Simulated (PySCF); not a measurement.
A TDDFT job, as run on `[AsH](C)CC(O)=O`.

Theory: TDDFT CAM-B3LYP/def2-SVPD, vertical, gas phase, core orbitals frozen in the response (PySCF).

Input of the driver that calls PySCF (job settings, then Cartesian coordinates in Å):

```
{"job": {"kind": "uv", "xc": "CAM-B3LYP", "basis": "def2-SVPD", "nstates": 8, "ntriplets": 3}, "charge": 0, "multiplicity": 1}
C     -1.7619     0.1475     0.6716
As    -0.8789    -0.8243    -0.7968
C      0.7311     0.3555    -0.9276
C      1.5031     0.0026     0.2830
O      1.6647     0.6847     1.2604
O      1.9521    -1.2680     0.2182
H     -1.2369    -0.0559     1.6048
H     -2.7931    -0.1866     0.7821
H     -1.7516     1.2218     0.4960
H     -1.6134    -0.0746    -1.8869
H      1.2839     0.0829    -1.8252
H      0.4747     1.4135    -0.9313
H      2.4219    -1.4987     1.0339
```

Output:

```
coarse grid: 50536 points
cycle   1  E = -2504.2442822823  dE =  9.770e-02  |g| = 9.442e-01  |ddm| = 4.928e+00
cycle   2  E = -2504.0740871626  dE =  1.702e-01  |g| = 1.385e+00  |ddm| = 2.198e+00
cycle   3  E = -2504.4108152083  dE = -3.367e-01  |g| = 1.819e-01  |ddm| = 1.368e+00
cycle   4  E = -2504.4162975468  dE = -5.482e-03  |g| = 6.611e-02  |ddm| = 2.283e-01
cycle   5  E = -2504.4170724030  dE = -7.749e-04  |g| = 1.367e-02  |ddm| = 6.820e-02
cycle   6  E = -2504.4171091531  dE = -3.675e-05  |g| = 4.439e-03  |ddm| = 2.195e-02
cycle   7  E = -2504.4171141854  dE = -5.032e-06  |g| = 1.047e-03  |ddm| = 9.262e-03
final grid: 106720 points
cycle   8  E = -2504.4171230837  dE = -2.124e-07  |g| = 1.052e-03  |ddm| = 6.492e-03
cycle   9  E = -2504.4171229333  dE =  1.504e-07  |g| = 1.463e-03  |ddm| = 2.998e-03
cycle  10  E = -2504.4171233457  dE = -4.124e-07  |g| = 1.690e-04  |ddm| = 1.430e-03
cycle  11  E = -2504.4171233522  dE = -6.534e-09  |g| = 6.267e-05  |ddm| = 2.565e-04
cycle  12  E = -2504.4171233534  dE = -1.142e-09  |g| = 2.196e-05  |ddm| = 1.790e-04
cycle  13  E = -2504.4171233535  dE = -1.478e-10  |g| = 7.287e-06  |ddm| = 6.382e-05
converged SCF energy = -2504.4171233535

Static polarisability (au): isotropic 75.092, principal 66.793 75.734 82.749

Singlet excitations
state   eV       nm        f      main configurations
  1   5.7811    214.5   0.00912   H-1->L 0.69, H-1->L+2 0.08
  2   6.0807    203.9   0.06834   H->L 0.91
  3   6.4611    191.9   0.06327   H->L+1 0.72, H->L+3 0.15
  4   6.8710    180.4   0.10117   H->L+2 0.87
  5   7.3784    168.0   0.06170   H->L+4 0.49, H->L+3 0.29
  6   7.4108    167.3   0.02240   H-1->L+1 0.81
  7   7.8513    157.9   0.00901   H->L+3 0.40, H->L+4 0.34, H->L+1 0.12
  8   8.1079    152.9   0.03853   H->L+5 0.25, H-1->L+2 0.24, H-4->L 0.15

Triplet excitations (Tamm-Dancoff, eV): 5.1911 5.3102 5.4667
```

The SCF starts on a coarse grid; the energy jumps when the final grid takes over, and dE counts afresh there. The run used 200 basis functions and 13 SCF iterations for the ground state.

Time: 33 s wall; peak memory 0.92 GiB. Hardware: one thread of an Arm Neoverse V2 (shared host).

The structure is a single GFN2-xTB conformer in the gas phase; no vibrational or solvent corrections. The CAM-B3LYP/def2-SVPD calculation is non-relativistic and has no spin–orbit coupling, an omission that weighs most on arsenic.
